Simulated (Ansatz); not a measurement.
Job for Ansatz (an electronic-structure program): U-CCSD(T)/def2-SVP on ClHPb (SMILES [Cl][PbH]), a point of a bond scan (R = 5.734 Å). Elements past Kr take the def2 small-core potentials; no spin–orbit coupling. The run froze 14 orbitals, filled d shells among them.

Ansatz 0.2 input:
```yaml
crystal:
  periodic: [false, false, false]
  atoms:
    - {symbol: Pb, position_ang: [-0.21816163, -0.21253453, 0.29359630]}
    - {symbol: H, position_ang: [-1.37766248, -0.88691623, -0.99885930]}
    - {symbol: Cl, position_ang: [2.89031059, 2.75417247, -3.50372732]}
basis:
  gaussian:
    orbitals: def2-SVP
correlation: {method: ccsd_t, electrons: outside_noble_gas}
scf: {omitted_lower_state_checks: [cluster_reference]}
magnetization: {spin_polarized: true, initial_magnetization: 0}
```

Output:

```
WARN ansatz: RAYON_NUM_THREADS=1 ignored (pool sized by the plan → 1); use --threads N
Functional definition: HF
these checks for a lower state are left out or cut short: cluster_reference
integrals: 0.03 GiB planned
557 factors; integrals over basis functions are off by at most 4.4e-4 eV
mean field: 0.15 GiB planned
mean field evaluation 1: about -17729.9905 eV, gradient 1.5e1 eV
mean field evaluation 2: about -17729.9978 eV, gradient 1.5e1 eV
mean field evaluation 4: about -17730.7332 eV, gradient 1.0e1 eV
mean field evaluation 8: about -17731.4965 eV, gradient 7.6e-1 eV
mean field evaluation 16: about -17731.5837 eV, gradient 7.0e-5 eV
mean field evaluation 32: about -17733.6996 eV, gradient 1.6e0 eV
mean field evaluation 64: about -17731.3349 eV, gradient 1.7e0 eV
mean field evaluation 96: about -17733.7857 eV, gradient 3.2e-3 eV
mean field evaluation 128: about -17733.7869 eV, gradient 5.8e-6 eV
mean field evaluation 160: about -17733.7861 eV, gradient 2.5e-1 eV
mean field evaluation 192: about -17733.7856 eV, gradient 1.1e-2 eV
mean field evaluation 224: about -17732.8521 eV, gradient 9.2e0 eV
mean field evaluation 256: about -17733.7870 eV, gradient 1.6e-4 eV
mean field evaluation 288: about -17733.7858 eV, gradient 8.5e-2 eV
mean field evaluation 320: about -17733.7856 eV, gradient 1.4e-2 eV
mean field evaluation 352: about -17733.7857 eV, gradient 2.2e-3 eV
mean field evaluation 384: about -17733.7755 eV, gradient 3.7e-1 eV
mean field evaluation 416: about -17733.7822 eV, gradient 2.4e-2 eV
mean field evaluation 448: about -17731.5836 eV, gradient 2.1e-2 eV
mean field -17733.78704313 eV, -651.7046534425 hartree, gradient 9.4e-7 eV, S^2 1.015049; 18 other end points of the search recorded, 0 dependent functions left out
14 core orbitals not correlated, not the lowest: weight in the atoms' cores, before any rotation towards them, 0.997 or more for the frozen orbitals, at most 0.002 for the correlated occupied ones
reference -17733.78704313 eV, -651.7046534425 hartree; 6, 6 occupied and 29, 29 virtual orbitals, 557 factors
second order -4.30227515 eV of doubles, -0.00000000 eV of singles
coupled cluster: 0.09 GiB planned
cycle   1  -4.97568023 eV  change   -6.7e-1 eV  update   6.1e-2
cycle   2  -5.20638399 eV  change   -2.3e-1 eV  update   2.3e-2
cycle   3  -5.21488821 eV  change   -8.5e-3 eV  update   5.7e-3
cycle   4  -5.21592049 eV  change   -1.0e-3 eV  update   1.7e-3
cycle   5  -5.21539252 eV  change    5.3e-4 eV  update   6.9e-4
cycle   6  -5.21535819 eV  change    3.4e-5 eV  update   3.3e-4
cycle   7  -5.21549086 eV  change   -1.3e-4 eV  update   1.2e-4
cycle   8  -5.21554977 eV  change   -5.9e-5 eV  update   4.3e-5
cycle   9  -5.21553942 eV  change    1.0e-5 eV  update   1.1e-5
coupled cluster: 0.09 GiB planned
perturbative correction -0.05525639 eV, -0.0020306350 hartree
WARN: in the space of 9 natural orbitals, full CI finds another state of this spin 0.128 eV below this run's state, or below the method's energy where it …
Total energy: -17739.05783895 eV, -651.8983516160 hartree
Checks for a lower state left out: cluster_reference
```

The calculation finished and met its thresholds. Its determinant has ⟨S²⟩ = 1.02, a mixture of spin states.

Warnings raised: lower state.

Cost: roughly 11 core-seconds.
